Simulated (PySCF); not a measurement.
Mapped SMILES: `[NH2:1][CH2:2][C:3]#[C:4][c:5]1[cH:6][cH:7][cH:8][cH:9][cH:10]1` (H(Xn): hydrogen on atom n).

Level of theory: coordinates at the PBE0-D3(BJ)/def2-SVP level, σ from GIAO-KT2/pcSseg-1, in PySCF 2.14.0 with density-fitted response routines (equivalent nuclei averaged, no relativistic terms, in vacuum, one computed conformer).

**Question.** Predict the 2D correlation tables (HSQC, COSY, HMBC).

**Answer.** 

HSQC (one-bond C–H):
| δH | δC |
| --- | --- |
| 7.16 (H(C6)/H(C10)) | 127.0 (C6/C10) |
| 7.05 (H(C7)/H(C9)) | 122.9 (C7/C9) |
| 7.00 (H(C8)) | 121.9 (C8) |
| 3.84 (H(C2)) | 37.7 (C2) |

COSY cross peaks (H two or three bonds apart, from the bond graph; peaks can be absent where the dihedral angle is near 90°):
| δH | δH |
| --- | --- |
| 7.16 (H(C6)/H(C10)) | 7.05 (H(C7)/H(C9)) |
| 7.05 (H(C7)/H(C9)) | 7.00 (H(C8)) |

HMBC (two and three bonds, from the bond graph):
| δH | δC |
| --- | --- |
| 7.16 (H(C6)/H(C10)) | 127.0 (C6/C10), 122.9 (C7/C9), 121.9 (C8), 118.6 (C5), 83.7 (C4) |
| 7.05 (H(C7)/H(C9)) | 127.0 (C6/C10), 122.9 (C7/C9), 121.9 (C8), 118.6 (C5) |
| 7.00 (H(C8)) | 127.0 (C6/C10), 122.9 (C7/C9) |
| 3.84 (H(C2)) | 92.6 (C3), 83.7 (C4) |

References, each an isolated molecule treated in the same way: TMS for $^{1}$H, $^{13}$C.

OH/NH shifts are gas-phase values; hydrogen bonding in solution moves them, usually downfield. Shifts are as computed. Against solution values, carbons near 30 ppm lie about +2 ppm off and those near 130 ppm about -5 ppm. Of 1211 compounds with measured shifts, 218 miss one by over three times the rms of a fit or turn the order of signals round; such compounds aren't used in these exercises.
